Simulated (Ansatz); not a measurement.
One change: `[CH3][Mo](=[S])(=[S])[Cl]` becomes `[OH][Mo](=[S])(=[S])[Cl]`.

Ansatz, PBE0-D4/def2-TZVP geometries, multiplicity 1. Each molecule was computed in one conformer, which needn't be the lowest.

Elements past krypton have def2 core potentials.

```
                                        property  `[CH3][Mo](=[S])(=[S])[Cl]`
             HOMO energy (B3LYP/def2-TZVPP) / eV                        -7.24
size of the dipole moment (B3LYP/def2-TZVPP) / D                         1.84
             HOMO–LUMO gap (PBE/def2-TZVPP) / eV                         2.12
  zero-point energy (PBE0-D4/def2-TZVP) / kJ/mol                        106.2
           LUMO energy (ωB97M-V/def2-TZVPP) / eV                        -1.55
               HOMO energy (PBE/def2-TZVPP) / eV                        -6.40
```

Problem. What does the change do to each property? (An estimate is asked.)

Solution. Ansatz gave: 
```tsv
property	`[OH][Mo](=[S])(=[S])[Cl]`	shift
HOMO energy (B3LYP/def2-TZVPP) / eV	-7.31	-0.07
size of the dipole moment (B3LYP/def2-TZVPP) / D	2.13	0.29
HOMO–LUMO gap (PBE/def2-TZVPP) / eV	2.38	0.26
zero-point energy (PBE0-D4/def2-TZVP) / kJ/mol	48.6	-57.6
LUMO energy (ωB97M-V/def2-TZVPP) / eV	-1.49	0.06
HOMO energy (PBE/def2-TZVPP) / eV	-6.44	-0.04
```

With PBE0 the HOMO falls by 0.07 eV and the LUMO rises by 0.14 eV, so the gap widens by about 0.21 eV. PBE moves the HOMO by -0.04 eV and ωB97M-V by -0.06 eV. The zero-point energy changes by -57.6 kJ/mol with -6 modes. Dipoles are sizes alone; their direction can turn.

B3LYP here is the variant with VWN-RPA as its local correlation; programs differ in this.
